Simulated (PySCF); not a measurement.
Functional dependence of a UV spectrum

Compound: AlH8NOSi.
Geometry (PBE0-D3(BJ)/def2-SVP, Å), atoms numbered from 1 in this order:
```
atom  x, y, z in Å
N1     2.1507   -0.4577    0.2261
Al2    0.8550    1.1392    0.2300
O3    -0.5953    0.1894    0.1082
Si4   -2.1478   -0.2854   -0.0604
H5     3.1349   -0.1925    0.2848
H6     2.0268   -1.0039   -0.6282
H7     1.9483   -1.0783    1.0117
H8     1.3164    1.9008   -1.1001
H9     1.1668    1.7784    1.6632
H10   -2.2139   -1.7677   -0.2840
H11   -2.8137    0.3761   -1.2288
H12   -2.9597    0.0199    1.1616
```

Linear-response calculations in the def2-SVPD basis (PySCF; singlets by full response, triplets Tamm–Dancoff, core orbitals frozen in the response; HF means time-dependent Hartree–Fock). 'Strongest' is the level of largest summed f among the singlets computed (10 roots, of which the last may lack a degenerate partner); it can jump between rows when another state enters that window. S1 is the lowest singlet of each run and needn't be the same state throughout; f(S1) is that of one state. Geometry: PBE0-D3(BJ)/def2-SVP, one conformer, isolated molecule.

| functional | kind | S1 (eV) | f(S1) | strongest (eV) | T1 (eV) | HOMO (eV) | gap (eV) | ionisation energy, ΔSCF (eV) |
| --- | --- | --- | --- | --- | --- | --- | --- | --- |
| LDA | LDA | 4.75 | 0.001 | 6.50 | 4.67 | -6.01 | 4.72 | 8.80 |
| B3LYP | global hybrid, 20% exact exchange | 5.47 | 0.003 | 7.26 | 5.37 | -7.09 | 6.27 | 9.23 |
| PBE0 | global hybrid, 25% exact exchange | 5.76 | 0.005 | 7.58 | 5.60 | -7.28 | 6.78 | 9.24 |
| BHandHLYP | global hybrid, 50% exact exchange | 6.45 | 0.012 | 8.32 | 6.22 | -8.53 | 8.53 | 9.61 |
| CAM-B3LYP | range-separated hybrid | 6.19 | 0.011 | 8.04 | 5.98 | -8.67 | 8.81 | 9.56 |
| wB97X-D | range-separated hybrid | 6.43 | 0.017 | 8.24 | 6.27 | -9.18 | 10.29 | 9.53 |
| LC-wPBE | range-separated hybrid | 6.91 | 0.018 | 8.82 | 6.39 | -10.02 | 11.20 | 9.87 |
| HF | Hartree–Fock | 7.58 | 0.027 | 9.57 | 6.80 | -10.50 | 11.91 | not settled |

**Question.** What does PBE (GGA) give?

**Answer.** S1 (eV) 4.76, f(S1) 0.001, strongest (eV) 6.49, T1 (eV) 4.68, HOMO (eV) -5.99, gap (eV) 4.73, ionisation energy, ΔSCF (eV) 8.77. S1 runs from 4.75 eV (LDA) to 7.58 eV (HF), a spread of 2.83 eV, while the orbital gap spreads over 7.2 eV. Along PBE (0%), B3LYP (20%), PBE0 (25%), BHandHLYP (50%), HF (100%) S1 rises with the share of exact exchange. −ε(HOMO) comes closest to its own ΔSCF ionisation energy with LC-wPBE (+0.15 eV) and misses most with LDA (-2.79 eV). 'Not settled' means that the ion's SCF failed to converge or may have ended in another state than the lowest.

Without π bonds the low states are Rydberg-like; a valence basis with one diffuse set may place them up to an eV too high.
